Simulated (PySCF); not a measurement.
## MoO2F, doublet: computed properties

These are results of PySCF, UPBE0, basis Mo def2-TZVP with ECP28, O def2-TZVP, F def2-TZVP (scalar-relativistic core potentials, no spin–orbit coupling, density fitting), not measurements.

The structure is a minimum.

Z-matrix (Å, degrees; charge 0 multiplicity 2):
```
Mo
O  1 1.6729
O  1 1.6729 2 110.20
F  1 1.8544 2 118.42 3 -140.86
```

- Point group: Cs
- Bond lengths: Mo–F 1.854 Å, Mo–O 1.673 Å (×2)
- Bond angles: F–Mo–O 118.4° (×2), O–Mo–O 110.2°
- Rotational symmetry number: 1
- Atomisation energy without zero-point energy: 1648 kJ/mol
- Principal quadrupole moments (Buckingham, traceless) about the centre of mass: -4.65, -2.79, 7.44 D Å
- Entropy at 298.15 K and 1 bar (electronic part: spin only): 308.5 J/(mol K)
- Zero-point energy: 21.0 kJ/mol
- Spin squared ⟨S²⟩: 0.758
- Rotational constants: 0.2608, 0.1831, 0.114 cm⁻¹
- Enthalpy at 298.15 K above 0 K: 14.39 kJ/mol
- Dipole moment: 2.08 D
- Highest occupied level (α): -7.65 eV
- Heat capacity Cp at 298.15 K: 61.6 J/(mol K)
- Principal polarisabilities: 34.6, 39.2, 44.3 bohr³
- Lowest empty level (β): -3.78 eV

Harmonic modes (masses in u: Mo 97.905, O 15.995, F 18.998):
```json
{"symmetry": "a'", "ω (cm⁻¹)": "154", "IR (km/mol)": "26.0", "type": "bend"}
{"symmetry": "a''", "ω (cm⁻¹)": "220", "IR (km/mol)": "8.2", "type": "bend"}
{"symmetry": "a'", "ω (cm⁻¹)": "349", "IR (km/mol)": "1.0", "type": "bend"}
{"symmetry": "a'", "ω (cm⁻¹)": "698", "IR (km/mol)": "127", "type": "stretch"}
{"symmetry": "a''", "ω (cm⁻¹)": "1026", "IR (km/mol)": "257", "type": "stretch"}
{"symmetry": "a'", "ω (cm⁻¹)": "1071", "IR (km/mol)": "83.4", "type": "stretch"}
```

Charges (e):
| atom | Mulliken | Löwdin | polar tensor | spin (Mulliken) | Mayer order to Mo1 |
| --- | --- | --- | --- | --- | --- |
| Mo1 | 1.56 | 0.83 | 2.02 | 1.04 | – |
| O2,3 | -0.54 | -0.28 | -0.69 | -0.02 | 1.98 |
| F4 | -0.48 | -0.27 | -0.64 | 0.00 | 0.79 |

Mulliken populations on Mo1 (electrons outside its core potential): s 2.31, p 6.23, d 3.81, f 0.09.

Formally Mo is in oxidation state +5, d1, with 1 unpaired electron. The Mulliken spin on Mo is 1.04. The polar-tensor charge on Mo, 2.02, is far below the formal one.

Other isomers or separated fragments may lie lower. With open d or f shells other occupations or spin states may lie lower.

The final relaxation and frequency run took 71 s on 4 threads of a shared Arm Neoverse V2 host, with 133 basis functions and 16 gradients; the process peaked at 1.5 GiB.
